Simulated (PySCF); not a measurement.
A structure optimised at PBE-D3(BJ)/def2-SVP, used in a PySCF frequency run:

```
O
C 1 1.3852
O 2 1.2073 1 123.15
B 1 1.3970 2 122.77 3 -20.31
O 4 1.3561 1 117.72 2 168.07
H 5 0.9771 4 111.56 1 -2.95
C 2 1.5075 3 126.24 1 178.44
H 7 1.1033 2 109.98 3 -0.88
H 7 1.1083 8 110.23 2 121.33
H 7 1.1087 8 110.15 9 117.49
H 4 1.2082 5 119.40 6 179.61
```

### Question
Write its SMILES and formula.

### Answer
CC(=O)OBO, C2H5BO3

### Question
What are its rotational constants (standard atomic weights)?

### Answer
9.0779, 2.0468, 1.7090 GHz
